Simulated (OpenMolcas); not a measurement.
## Dy3+ in CaO: curves along the breathing mode

Dy3+ with its 6 nearest oxide ions, on the Ca site of CaO (a = 4.8105 Å, distance in the model lattice 2.405 Å). The rest of the host is ab initio model potentials to 7.6 Å, with orthogonalisation functions on the cations behind the ligands, and point charges beyond; the distance is set by hand and nothing relaxes, and no local charge compensation is placed. Ligand basis ANO-RCC-VDZP.

| Quantity | Value |
| --- | --- |
| Program | OpenMolcas 26.06 |
| Method | CASSCF |
| Basis | ANO-RCC-VDZP [7s6p4d2f1g] |
| Scalar Hamiltonian | DKH2, point nucleus |
| Active space | 9 electrons in 7 orbitals (4f) |
| State averaging | 2S+1 = 6 odd, 21 roots; 2S+1 = 4 odd, 115 roots kept (CI in the orbitals of an earlier block, 108 in the spin-orbit step); 2S+1 = 2 odd, 82 roots kept (CI in the orbitals of an earlier block, 39 in the spin-orbit step) |
| Spin-orbit coupling | RASSI with atomic mean-field integrals over the reference wave functions |

Spin-free energies (labels of O, the rotations of Oh) in cm-1 above the lowest fitted minimum, as all ligands move together:

```tsv
R (Å)	6T1	6T2	6E	6T1(2)	6T1(3)	6T2(2)	6A2
2.178	750	1260	1740	1810	8550	8910	9260
2.229	90	550	990	1060	7850	8190	8500
2.28	2440	2860	3250	3320	10160	10470	10750
2.332	7580	7970	8320	8400	15280	15560	15820
2.383	15090	15440	15770	15840	22760	23020	23260
2.434	24870	25200	25500	25580	32530	32770	32990
2.486	37110	37420	37700	37770	44750	44980	45180
```

Cubic fits give the following; the wavenumber is harmonic, with the mass of all moving ligands, small differences in it between states hang on the degree of the fit, a number in brackets counts states of one label, and the table is a selection of at most 14 states with clean curves.

| State | R0 (Å) | Breathing mode (cm-1) | Minimum (cm-1) |
| --- | --- | --- | --- |
| 6T1 | 2.214 | 632 | 0 |
| 6T2 | 2.214 | 632 | 470 |
| 6E | 2.215 | 632 | 920 |
| 6T1(2) | 2.215 | 632 | 990 |
| 6T1(3) | 2.214 | 632 | 7770 |
| 6T2(2) | 2.215 | 632 | 8110 |
| 6A2 | 2.215 | 632 | 8430 |
| 4E | 2.213 | 631 | 24710 |
| 4T2 | 2.213 | 631 | 24710 |
| 4A2 | 2.214 | 631 | 24810 |
| 4T2(2) | 2.213 | 631 | 24800 |
| 4T1 | 2.213 | 631 | 24810 |
| 4T1(2) | 2.213 | 631 | 24950 |
| 4T2(3) | 2.214 | 631 | 25100 |

For an f ion spin-orbit coupling outweighs the ligand field, so these spin-free curves are not those of observable levels.

High states are left out of the spin-orbit mixing, which shifts the levels that they would mix with. Without dynamic correlation the ligand-field splitting of an f shell can come out too small, at times by half. No measured value stands beside these numbers.
